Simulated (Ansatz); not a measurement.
```yaml
crystal:
  periodic: [false, false, false]
  atoms:
    - {symbol: O, position_ang: [0.582423, 0.855249, -0.667747]}
    - {symbol: Si, position_ang: [-0.211805, 0.137666, 0.565979]}
    - {symbol: Cl, position_ang: [-1.682516, -1.093308, -0.190381]}
    - {symbol: Br, position_ang: [1.283486, -1.027430, 1.711810]}
    - {symbol: H, position_ang: [0.078313, 1.054223, -1.461060]}
basis:
  gaussian: {orbitals: aug-cc-pVDZ, fitting: {mean_field: def2-universal-jkfit}}
magnetization: {spin_polarized: true, initial_magnetization: 1}
hamiltonian: {xc: {name: rPW86-PBE}, dispersion: d4}
```

```sh
$ ansatz run in.yaml --threads 4 --pin off --events-out ev --progress --plain --max-ram 10444MiB
```

Output, abridged:

```
Functional definition: rPW86-PBE
  name "rPW86-PBE"
  cite "Murray, Lee & Langreth, J. Chem. Theory Comput. 5, 2754 (2009) doi:10.1021/ct900365q"
  cite "Perdew, Burke & Ernzerhof, Phys. Rev. Lett. 77, 3865 (1996) doi:10.1103/PhysRevLett.77.3865"
  parent pbe
  exchange = rpw86_x
  correlation = pbe_c
617 factors; integrals over basis functions are off by at most 1.9e-1 eV
mean field evaluation 1: about -92549.1439 eV, gradient 4.6e1 eV
mean field evaluation 2: about -92477.2477 eV, gradient 1.2e2 eV
mean field evaluation 4: about -92556.3359 eV, gradient 8.6e0 eV
mean field evaluation 8: about -92556.7681 eV, gradient 1.4e-1 eV
mean field evaluation 16: about -92556.7682 eV, gradient 4.0e-5 eV
mean field -92556.76822706 eV, -3401.3984951136 hartree, gradient 4.0e-5 eV, S^2 0.751787; 0 other end points of the search recorded, 0 dependent functions left out
reference -92556.76835962 eV, -3401.3984999852 hartree; 38, 37 occupied and 84, 85 virtual orbitals, 617 factors
Total energy: -92556.95924391 eV, -3401.4055148534 hartree
```

Hardware: 4 threads of an Arm Neoverse V1 on a shared host. Wall time 6.5 s, peak host memory 0.37 GiB.
